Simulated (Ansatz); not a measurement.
Consider the ligand exchange at the Si–I bond: `[SiH3][SiH2]I` + `OCF` → `FCO[SiH2][SiH3]` + HI.

Isolated molecules relaxed with PBE0-D4/def2-TZVP in Ansatz; ΔE leaves out vibrations. CBS: MP2 limit from def2 TZ/QZ plus the TZ coupled-cluster correction, frozen cores. Functionals use def2-TZVPP. B3LYP here is the variant with VWN-RPA as its local correlation; programs differ in this. Elements past krypton have def2 core potentials. For I outer-core shells are correlated without core-valence functions, which leaves a few kJ/mol of doubt a bond. One conformer a species, not always the lowest.

Question: Is it downhill or uphill in electronic energy at CCSD(T)/CBS, and by how much? (An estimate is asked.)

Answer: Ansatz gave: Uphill: ΔE = +16.9 kJ/mol.

Question: What do these levels give: ωB97X-V, ωB97M-V, B2PLYP, PBE, r2SCAN, B3LYP, MP2/def2-TZVPP, SCS-MP2/def2-TZVPP, CCSD/def2-TZVPP, CCSD(T)/def2-TZVPP, HF/CBS(def2), MP2/CBS(def2)? (An estimate is asked.)

Answer: The calculation gave: ωB97X-V 10.4, ωB97M-V 11.0, B2PLYP 10.4, PBE 23.3, r2SCAN 14.5, B3LYP 10.0, MP2/def2-TZVPP 16.2, SCS-MP2/def2-TZVPP 10.1, CCSD/def2-TZVPP 6.8, CCSD(T)/def2-TZVPP 8.0, HF/CBS(def2) 6.0, MP2/CBS(def2) 25.1 kJ/mol.

Largest T1 diagnostic among the species: 0.013.
